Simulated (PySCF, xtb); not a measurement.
Sn(I)(SiH3) (H₃ISiSn), SMILES [Sn]([SiH3])[I] (connectivity only; charge and spin as stated), neutral, multiplicity 1.

xtb with GFN2-xTB at its own geometry gives an orbital gap of 1.91 eV and a dipole moment of 7.33 D.

The structure is a stationary point at B3LYP-D3(BJ)/def2-SVP. The def2 effective core potentials stand for the cores of I, Sn; spin–orbit coupling is left out.

Task: What does HF/def2-TZVPD in PySCF give? (The exact figures need the calculation; the answer reports its results.)

Result: gap 7.68 eV (levels -8.37 and -0.69 eV), dipole 2.96 D.
